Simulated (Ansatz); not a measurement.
A made-up structure of CH$_{4}$SeSi, singlet:

```tsv
atom	x (Å)	y (Å)	z (Å)
Si1	-0.9963	0.5253	-0.6134
C2	0.2470	0.1277	0.4875
Se3	0.9749	-1.6179	0.5824
H4	-1.4876	-0.4438	-1.6124
H5	0.5795	-0.0146	1.4839
H6	0.5960	0.8341	1.2329
H7	2.3925	-1.2337	0.4504
```

It is relaxed with PBE-D4/def2-SVP and then PBE0-D4/def2-TZVP (Ansatz 0.2.0). Atoms count as bonded within 1.22 times the sum of their covalent radii (H–H: 0.88 Å). The end point is not checked to be a true minimum.

Q: Does its bonding change? (Judge from chemistry; the calculation decides.)

A: Computed: Yes. Formed: Si1–Se3; broken: none.

Where it ends: The first stage lowers the energy by 5.00 eV in 21 steps. It ends as CH₄SeSi ([CH2]1[SiH][SeH]1):
Si1  (-0.233, 0.308, -1.014)
C2  (0.202, 0.197, 0.851)
Se3  (0.974, -1.503, 0.179)
H4  (-1.466, -0.576, -0.833)
H5  (-0.520, -0.058, 1.622)
H6  (1.010, 0.809, 1.243)
H7  (2.339, -1.000, -0.037)
(Å)

Labels in which every atom is bracketed show which atoms are joined, not bond orders.

For scale, one of the runs: PBE0-D4/def2-TZVP relaxation, 140 basis functions, launched by `ansatz run in.yaml --threads 2 --pin off --events-out ev --progress --plain --max-ram 4352MiB`. Hardware: 2 CPU threads of an Arm Neoverse V1, shared host. Wall time about 19 s.
